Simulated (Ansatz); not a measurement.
Steps of a relaxation of C3H6Si, SMILES `CC1=C[SiH2]1` with RKS PBE-D4/def2-SVP.

```sh
$ ansatz run in.yaml --threads 2 --pin off --events-out ev --progress --plain --max-ram 4352MiB
```

```yaml
crystal:
  periodic: [false, false, false]
  atoms:
    - {symbol: C, position_ang: [-0.750600, 0.788100, -1.029600]}
    - {symbol: C, position_ang: [-0.106500, -0.048600, -0.133900]}
    - {symbol: C, position_ang: [0.119900, -1.288800, 0.155000]}
    - {symbol: Si, position_ang: [1.010900, -0.108200, 1.261800]}
    - {symbol: H, position_ang: [-1.344500, 0.255400, -1.816200]}
    - {symbol: H, position_ang: [-1.522200, 1.473600, -0.508700]}
    - {symbol: H, position_ang: [-0.072700, 1.495900, -1.559100]}
    - {symbol: H, position_ang: [-0.008500, -2.275800, -0.141200]}
    - {symbol: H, position_ang: [0.346600, -0.189600, 2.663200]}
    - {symbol: H, position_ang: [2.410700, -0.153100, 1.111600]}
basis:
  gaussian: {orbitals: def2-SVP}
hamiltonian: {xc: pbe, dispersion: d4}
relax: {f_tol: 0.03, max_steps: 200}
```

Positions (Å) and forces (eV/Å) along the path, 6 of 6 steps:

```xyz
10
step=1 energy=-11070.5946 eV
C    -0.751    0.788   -1.030   -3.147    2.972   -2.440
C    -0.106   -0.049   -0.134    0.477    0.533    0.404
C     0.120   -1.289    0.155    1.254   -0.353    1.362
Si    1.011   -0.108    1.262   -1.662   -0.878    2.173
H    -1.345    0.255   -1.816    0.201    0.000    0.113
H    -1.522    1.474   -0.509    0.848   -0.622   -0.412
H    -0.073    1.496   -1.559    0.044   -0.082    0.125
H    -0.009   -2.276   -0.141   -0.658   -2.204   -0.880
H     0.347   -0.190    2.663    0.721    0.384   -0.488
H     2.411   -0.153    1.112    1.920    0.251    0.042
10
step=2 energy=-11071.2103 eV
C    -0.786    0.816   -1.061   -1.271    1.029   -1.003
C    -0.102   -0.070   -0.147    0.152    0.493    0.124
C     0.126   -1.347    0.123    0.715   -0.319    0.892
Si    0.992   -0.209    1.310   -0.448   -0.628    0.643
H    -1.359    0.286   -1.858    0.111   -0.020    0.097
H    -1.525    1.479   -0.528    0.321   -0.309   -0.090
H    -0.099    1.529   -1.566    0.107   -0.098    0.075
H    -0.066   -2.362   -0.206   -0.335   -0.401   -0.402
H     0.444   -0.090    2.731    0.225    0.073   -0.375
H     2.459   -0.083    1.204    0.423    0.181    0.038
10
step=3 energy=-11071.3157 eV
C    -0.803    0.830   -1.078   -0.060   -0.070   -0.240
C    -0.084   -0.068   -0.142    0.030    0.000    0.122
C     0.130   -1.373    0.117    0.181   -0.011    0.307
Si    1.002   -0.293    1.341    0.165    0.052   -0.229
H    -1.366    0.281   -1.864    0.019   -0.019    0.034
H    -1.516    1.476   -0.528   -0.048    0.032    0.074
H    -0.094    1.523   -1.580    0.015   -0.034    0.032
H    -0.153   -2.378   -0.254   -0.011    0.251   -0.100
H     0.483   -0.076    2.733   -0.035   -0.039   -0.002
H     2.485    0.028    1.257   -0.256   -0.162    0.003
10
step=4 energy=-11071.3326 eV
C    -0.813    0.806   -1.086    0.020    0.176   -0.013
C    -0.071   -0.034   -0.113    0.055   -0.133    0.045
C     0.149   -1.340    0.138    0.004    0.249    0.075
Si    1.020   -0.277    1.362   -0.068   -0.024   -0.251
H    -1.365    0.225   -1.857    0.078   -0.025    0.105
H    -1.530    1.458   -0.548   -0.095    0.017    0.000
H    -0.113    1.502   -1.594    0.002   -0.011   -0.066
H    -0.183   -2.278   -0.325    0.031   -0.205    0.001
H     0.488   -0.084    2.751    0.024   -0.013    0.058
H     2.502   -0.029    1.275   -0.050   -0.033    0.047
10
step=5 energy=-11071.3385 eV
C    -0.813    0.823   -1.085    0.020   -0.033    0.007
C    -0.072   -0.028   -0.116    0.004    0.124    0.040
C     0.143   -1.333    0.137   -0.023   -0.020   -0.044
Si    1.015   -0.273    1.355   -0.016   -0.036   -0.030
H    -1.347    0.201   -1.832   -0.048    0.066   -0.065
H    -1.545    1.475   -0.565   -0.030   -0.060    0.034
H    -0.126    1.517   -1.613    0.038   -0.058   -0.025
H    -0.171   -2.289   -0.318    0.029    0.016    0.042
H     0.502   -0.096    2.752   -0.030    0.000    0.056
H     2.496   -0.049    1.288    0.057    0.001   -0.015
10
step=6 energy=-11071.3408 eV
C    -0.814    0.823   -1.087    0.000    0.004   -0.007
C    -0.075   -0.027   -0.117   -0.007   -0.008    0.001
C     0.144   -1.332    0.137    0.000   -0.003   -0.003
Si    1.014   -0.270    1.355    0.003   -0.027   -0.007
H    -1.357    0.222   -1.846    0.001   -0.012    0.001
H    -1.547    1.468   -0.558    0.014    0.007   -0.009
H    -0.118    1.509   -1.614   -0.013    0.004    0.012
H    -0.161   -2.295   -0.307    0.007    0.027    0.009
H     0.499   -0.098    2.755   -0.002    0.005    0.004
H     2.499   -0.050    1.283   -0.001    0.005   -0.001
```

Run time 8 s (2 threads of an Arm Neoverse V2 on a shared host); peak host memory 0.12 GiB.
